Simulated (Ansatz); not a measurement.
Cartesian coordinates in Å:
```
C -0.153 0.905 -0.072
C 0.336 -0.323 0.033
O -0.349 -1.475 0.102
Br 2.185 -0.659 0.105
H 0.498 1.762 -0.120
H -1.225 1.064 -0.111
H -1.292 -1.273 0.064
```

Total charge 0; spin multiplicity 1.

List the r2SCAN/def2-TZVPP orbital energies in eV (Ansatz). (An estimate is asked.)

Ansatz gave: Occupied: -13122.19, -1695.41, -1526.19, -1526.10, -1526.09, -517.34, -276.32, -273.04, -235.07, -175.38, -175.05, -175.04, -69.19, -69.11, -69.10, -68.86, -68.86, -28.89, -21.52, -19.25, -16.24, -13.10, -12.49, -10.91, -10.11, -9.76, -7.82, -7.46, -6.04. Lowest empty: -0.63, -0.47, 0.72, 2.64, 2.93, 3.96, 4.65, 6.06.
